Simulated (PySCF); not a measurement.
# Ru²⁺: ionisation energy

Ru²⁺ [Kr] 4d6 (5D) → Ru³⁺ [Kr] 4d5 (6S), as a difference of total energies. All numbers are calculated (PySCF 2.14, scalar relativity through the core potential, in aug-cc-pVDZ-PP with ECP28MDF (5s5p4d2f, 54 functions)). Correlated levels: valence: 4s2 4p6 frozen. The calculations carry no spin-orbit coupling.

```json
{"method": "UHF", "ionisation energy (eV)": "26.435", "difference from reference (eV)": "-2.035"}
{"method": "M06-L", "ionisation energy (eV)": "28.391", "difference from reference (eV)": "-0.079"}
{"method": "M06-2X", "ionisation energy (eV)": "28.809", "difference from reference (eV)": "+0.339"}
{"method": "MP2 (valence)", "ionisation energy (eV)": "27.406", "difference from reference (eV)": "-1.064"}
{"method": "SCS-MP2 (valence)", "ionisation energy (eV)": "27.524", "difference from reference (eV)": "-0.946"}
```

Reference: 28.47 eV (semi-empirical (NIST evaluation); NIST Atomic Spectra Database, ionization energies).

The reference lies between the lowest fine-structure levels, while these numbers refer to the centres of the terms.

Errors of the correlated levels include the incompleteness of this basis and the frozen core.
